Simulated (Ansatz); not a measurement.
`[CH3][Ga]([F])[SeH]`, charge 0, multiplicity 1.

**Question.** Give a relaxed structure at PBE0-D4/def2-TZVP (Ansatz). (Estimate.)

**Answer.** Ansatz gave: 
Z-matrix (Å, degrees):
```
C
Ga 1 1.947
H 1 1.090 2 111.4
H 1 1.092 2 109.3 3 120.6
H 1 1.091 2 109.4 3 -121.2
F 2 1.762 1 118.2 3 172.3
Se 2 2.316 1 129.6 3 -7.9
H 7 1.469 2 90.6 1 -179.7
```
